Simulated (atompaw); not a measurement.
# What one change does to a pseudopotential (silicon, PAW (atompaw))

Si, PAW, made with atompaw 4.2.0.5 (PBE, non-relativistic). Core [Ne], reference 3s2 3p2. Waves: 3s (bound): rc 1.75 bohr; 3s channel at 2 Ry: rc 1.70 bohr; 3p (bound): rc 1.75 bohr; 3p channel at 0.1 Ry: rc 1.75 bohr. Local part: troulliermartins scheme with l = 2 at 0.5 Ry, radius 1.25 bohr. Core correction: smooth core density matched at 1.05 bohr. Augmentation charge: besselshape compensation charge, radius 1.65 bohr; PAW radius 1.75 bohr; waves and projectors: custom polynom2 7 10 vanderbiltortho.

Change: all radii scaled by about 1.06 (s 1.86, p 1.86 bohr); local potential troulliermartins scheme with l = 2 at 0.5 Ry, radius 1.32 bohr; augmentation besselshape compensation charge, radius 1.76 bohr; PAW radius 1.86 bohr; waves and projectors: custom polynom2 7 10 vanderbiltortho; core correction smooth core density matched at 1.12 bohr.

Cutoffs: the cutoffs (Ry, on a coarse ladder) from which the occupation-weighted sum of valence levels, in a spherical-Bessel basis at the reference potential, stays within 10 and 1 mRy of its value at 400 Ry; they do not see the model core or the augmentation charge, which bear on the density cutoff.

Question: What does the change do?

Answer: The potential gets softer (8 Ry and 21 Ry → 8 Ry and 15 Ry); the bound ghosts move from p, s to s. A larger radius leaves more room for a smooth pseudo-wave, so fewer plane waves are needed.

```csv
quantity,base,changed
"cutoff, loose",8 Ry,8 Ry
"cutoff, tight",21 Ry,15 Ry
bound ghosts,"s, p",s
lowest overlap eigenvalue by channel,"s 0.06, p 0.59","s 0.05, p 0.55"
```

 A true bound ghost makes a file unfit for plane-wave use even where its test errors are small: the radial tests pick states by their node count and pass the ghost by. The cutoffs see the waves, projectors and local potential, not the compensation charge or the core.
